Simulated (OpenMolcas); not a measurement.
Os6+ among 6 point charges of -1.5 e arranged as an octahedron (Oh).

```json
{
  "Program": "OpenMolcas",
  "Method": "CASSCF",
  "Basis": "ANO-RCC-VDZP [7s6p4d2f1g]",
  "Scalar Hamiltonian": "DKH2, point nucleus",
  "Active space": "2 electrons in 5 orbitals (5d)",
  "State averaging": "2S+1 = 3 even, 10 roots; 2S+1 = 1 even, 15 roots",
  "Spin-orbit coupling": "state interaction with AMFI integrals over the reference wave functions"
}
```

All point charges move together. At R = 1.94 Å |10Dq| is 7326 cm-1, and at R = 2.14 Å it is 4517 cm-1.

**Question.** A third run gives 3521 cm-1. What distance was it run at?

**Answer.** With a power law R^-n the two known points give n = -ln(4517 / 7326) / ln(2.14 / 1.94) = 4.93. Then R = 1.94 × (7326 / 3521)^(1/4.93) = 2.251 Å. The run was at 2.25 Å, so the estimate is off by +0.001 Å.

Without dynamic correlation the repulsion within the d shell is too large (B by tens of per cent), so at a given field states of lower spin stand too high. Spin-orbit coupling mixes the spin-free states strongly: the lowest level takes only 69 % from its leading state, 3T1 (figures for R = 1.94; the like holds for R = 2.14, R = 2.25). This field is weak: 10Dq is about 7326 cm-1, while octahedral complexes of 5d ions of charge 3 and more, computed by the same method with explicit ligands, had a median near 35000 cm-1. Ground spin and moment need not be those of a real site (figures for R = 1.94; the like holds for R = 2.14, R = 2.25). Point charges carry no covalency, so the field is a model and not that of real ligands. No measured value stands beside these numbers.
